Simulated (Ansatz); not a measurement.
Cu₂Te, relaxed as a singlet with RKS B3LYP-D4/def2-TZVP in Ansatz, starting from the GFN1-xTB geometry. Force threshold 0.02 eV/Å.

In the def2 sets Te takes a core potential; there is no spin–orbit coupling. The structure comes from a short search, and lower isomers may exist.

Start:

```xyz
3

Cu   -1.262   -0.682    1.495
Cu    0.654   -0.026    0.380
Te    0.608    0.708   -1.875
```

Question: Estimate the energy that the relaxation releases and the steps that it takes.

Answer: 40.4 kcal/mol, in 8 steps; 34 s on 2 threads of AMD EPYC 7R13 on a shared host. No frequencies were taken in this run, so the end may be a saddle point.

Question: Does the start keep its bonding and symmetry?

Answer: Bonds formed: Cu1–Te3 (atoms count from 1). The end is the same structure that another start reached, the lowest one found. Point group Cs at the start, C2v at the end, both within 0.05 Å; within 0.015 Å the end is Cs.

Question: Predict the relaxed structure.

Answer: 
| atom | x (Å) | y (Å) | z (Å) |
| --- | --- | --- | --- |
| Cu1 | -1.285 | -0.405 | 0.641 |
| Cu2 | 1.347 | -0.008 | 0.641 |
| Te3 | -0.061 | 0.412 | -1.282 |
Bond lengths (bridged metal pairs left out): 2 × Cu–Te 2.42 Å.
